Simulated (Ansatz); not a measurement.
Wavefunction ladder for Cl$_{2}$H$_{3}$NbO$_{3}$ (`[OH][Nb]([OH])([OH])([Cl])[Cl]`)

Z-matrix (Å, degrees):
```
Nb
O 1 1.869
O 1 1.872 2 94.9
Cl 1 2.356 2 92.1 3 175.5
O 1 1.878 2 114.9 3 -94.8
Cl 1 2.338 2 120.2 3 88.3
H 1 2.520 2 112.8 3 -115.4
H 2 0.961 1 125.6 3 -1.5
H 3 0.958 1 143.0 2 127.2
```

The species carries charge 0 and has multiplicity 1. Correlated methods include outer-core shells of Nb, which these sets cover unevenly. Nb takes the def2 core potential. Geometry: relaxed with PBE0-D4/def2-TZVP. It is one conformer, not always the lowest. Frozen core, restricted reference, Ansatz 0.2.0.

| basis | HF (Eh) | MP2 corr. | CCSD corr. | (T) | CCSD(T) total |
| --- | --- | --- | --- | --- | --- |
| def2-SVP | -1201.46010 | -1.16941 | -1.17608 | -0.04353 | -1202.67971 |
| def2-TZVPP | -1202.08599 | -1.57910 | -1.58138 | -0.07804 | -1203.74541 |
| def2-QZVPP | -1202.12731 | -1.72421 | – | – | – |
